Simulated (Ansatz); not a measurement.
System: GaCl, net charge 0, singlet state. SMILES: [Cl][Ga]
Geometry: optimised at B3LYP-D3(BJ)/def2-TZVP (Ansatz, a program for electronic structure).

Parts of the frozen-core correlation energy in def2-SVP (Ansatz, hartree). Frozen orbitals: 19; correlated occupied orbitals by spin: 5 and 5; virtual: 26 and 26. Spin-orbit coupling is left out. Non-relativistic.

```
term                             value
-------------------------  -----------
reference (HF)             -2382.42593
MP2 opposite-spin           (withheld)
MP2 same-spin               (withheld)
CCSD correlation            (withheld)
(T)                           -0.00463
CCSDT minus CCSD(T)           -0.00055
T1 diagnostic                    0.014
largest doubles amplitude        0.083
```

Question: Some entries are withheld; supply them.

Answer: 
- MP2 opposite-spin, value: -0.13261
- MP2 same-spin, value: -0.04261
- CCSD correlation, value: -0.19779
